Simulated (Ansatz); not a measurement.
Input file for Ansatz (a program for electronic structure): R-B2PLYP/def2-TZVPP on SiH4 (SMILES [SiH4]).

Ansatz 0.2 input:
```yaml
crystal:
  periodic: [false, false, false]
  atoms:
    - {symbol: Si, position_ang: [0.00000000, -0.00000000, -0.00000000]}
    - {symbol: H, position_ang: [0.85467615, 0.85467615, 0.85467615]}
    - {symbol: H, position_ang: [-0.85467615, -0.85467615, 0.85467615]}
    - {symbol: H, position_ang: [-0.85467615, 0.85467615, -0.85467615]}
    - {symbol: H, position_ang: [0.85467615, -0.85467615, -0.85467615]}
basis:
  gaussian:
    orbitals: def2-TZVPP
hamiltonian:
  xc: {name: B2PLYP}
magnetization: {spin_polarized: false}
correlation: {electrons: outside_noble_gas}
scf: {lower_state_search: off}
```

Task: Give the final energy of this run.

Result: -291.7599 hartree.
